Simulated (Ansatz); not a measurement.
CH5BClNO (`NCB(O)Cl`) at its PBE0-D4/def2-TZVP geometry, where that method's forces vanish. The species carries charge 0 and has multiplicity 1.

```
atom    x (Å)    y (Å)    z (Å)
  N1  -1.2721   0.2770  -0.9203
  C2  -0.4903  -0.0156   0.2663
  B3   1.0550  -0.1647   0.0190
  O4   1.8775  -0.8644   0.8265
 Cl5   1.8307   0.6800  -1.3254
  H6  -0.8005   0.9595  -1.4995
  H7  -2.1824   0.6470  -0.6835
  H8  -0.5726   0.7511   1.0625
  H9  -0.8596  -0.9436   0.7237
 H10   1.4143  -1.3264   1.5307
```

**Question.** For each bond, give half the difference of the two atoms' forces along it (eV/Å; positive pushes the atoms apart) under PBE-D4, r2SCAN-D4, B3LYP-D4, ωB97M-V in def2-TZVPP. (Estimate.)

**Answer.** Ansatz gave: 
```
  bond  length (Å)  PBE-D4  r2SCAN-D4  B3LYP-D4  ωB97M-V
 N1–C2       1.451    0.10       0.21      0.29     0.29
 N1–H6       1.012    0.25      -0.01     -0.06    -0.09
 N1–H7       1.011    0.22      -0.01     -0.05    -0.07
 C2–B3       1.572   -0.19      -0.14     -0.08    -0.07
 C2–H8       1.108    0.14       0.00     -0.09    -0.15
 C2–H9       1.099    0.13      -0.02     -0.11    -0.13
 B3–O4       1.348    0.35       0.17      0.08     0.14
B3–Cl5       1.767    0.09       0.08      0.14     0.06
O4–H10       0.961    0.36      -0.01     -0.03    -0.09
```

B3LYP here is the variant with VWN-RPA as its local correlation; programs differ in this.
